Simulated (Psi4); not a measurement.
Pair of molecules, SMILES O with SMILES [SiH3]Cl (the first has 3 atoms); geometry from B3LYP-D3(BJ)/def2-TZVP.
(charge 0, multiplicity 1):
```xyz
8

O      0.0965    -0.3812     0.0761
H      0.7854    -0.9540    -0.2767
H      0.5661     0.3263     0.5339
Si    -0.4499    -0.9415     3.2065
Cl     0.9334     0.6143     3.1264
H     -0.7125    -1.1849     4.6399
H      0.1521    -2.1375     2.5935
H     -1.6801    -0.5184     2.5203
```

The numbers are results of SAPT0/jun-cc-pV(D+d)Z (Psi4 1.11), not measurements.

Task: Which attractive term is largest, and how does the interaction split up?

Result: electrostatics -5.28, exchange 5.64, induction -1.08, dispersion -1.63, total -2.35 kcal/mol; the largest attraction is electrostatics.
